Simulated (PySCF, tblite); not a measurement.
Isomers of C5H7N3. Level: GFN2-xTB in tblite, geometry and Hessian alike; calculated harmonic values, unscaled, isolated species. Errors from tens to a few hundred cm⁻¹ against measured bands are possible. One conformer each.

Electronic energies: PBE0/pcSseg-1 single points on the GFN2-xTB geometries (PySCF, gas phase).

```
        SMILES  electronic energy, lowest = 0 (kJ/mol)
 C=Cc1cnn(C)n1                                     0.0
    Cc1cnnnc1C                                    38.8
c1cnn(C2CC2)n1                                    30.0
```

Task: How do GFN2-xTB zero-point energies change the relative energies?

Result: 
```tsv
SMILES	ZPE (kJ/mol)	of it from modes above 1550 cm⁻¹	electronic (kJ/mol)	with ZPE, lowest = 0 (kJ/mol)	lowest mode (cm⁻¹)	rings
C=Cc1cnn(C)n1	306.2	139.0	0.0	0.0	24	1
c1cnn(C2CC2)n1	312.6	131.0	30.0	36.4	52	2
Cc1cnnnc1C	304.4	126.8	38.8	37.0	104	1
```

The zero-point energies span 8.2 kJ/mol, from `Cc1cnnnc1C` to `c1cnn(C2CC2)n1`. The order is unchanged.

Task: And how do the electronic energies of GFN2-xTB itself compare?

Result: `C=Cc1cnn(C)n1` 9.6; `c1cnn(C2CC2)n1` 0.0; `Cc1cnnnc1C` 35.3 kJ/mol, lowest = 0. Against the energies above, taken from the same isomer `C=Cc1cnn(C)n1`, the largest difference is 39.6 kJ/mol.
